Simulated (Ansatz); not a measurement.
Compare A (`F[SiH](S)[GeH3]`) with its isomer B (`[F][GeH2][SiH2]S`).

Isolated molecules relaxed with PBE0-D4/def2-TZVP in Ansatz; ΔE leaves out vibrations. CBS: MP2 limit from def2 TZ/QZ plus the TZ coupled-cluster correction, frozen cores. DFT in def2-TZVPP. B3LYP here is the variant with VWN-RPA as its local correlation; programs differ in this. For Ge outer-core shells are correlated without core-valence functions, which leaves a few kJ/mol of doubt a bond. Scalar relativity is left out up to krypton. One conformer a species, not always the lowest.

Problem. Which is lower in electronic energy at CCSD(T)/CBS, and by how much? (Estimate.)

Solution. The calculation gave: A, by 91.4 kJ/mol.

Problem. Give E(B) − E(A) in kJ/mol with B2PLYP, B3LYP-D4, CCSD/def2-TZVPP, ωB97M-V, B3LYP, HF/def2-TZVPP, CCSD(T)/def2-TZVPP. (Estimate.)

Solution. The calculation gave: B2PLYP 86.4, B3LYP-D4 85.4, CCSD/def2-TZVPP 87.9, ωB97M-V 88.9, B3LYP 84.4, HF/def2-TZVPP 81.6, CCSD(T)/def2-TZVPP 87.9. None reverses the order clearly.

Largest T1 diagnostic: 0.012.

In def2-TZVPP, CCSD(T) changes the Hartree–Fock value by +6.3 kJ/mol (the triples alone add +0.0 kJ/mol) and MP2 by +8.3 kJ/mol.
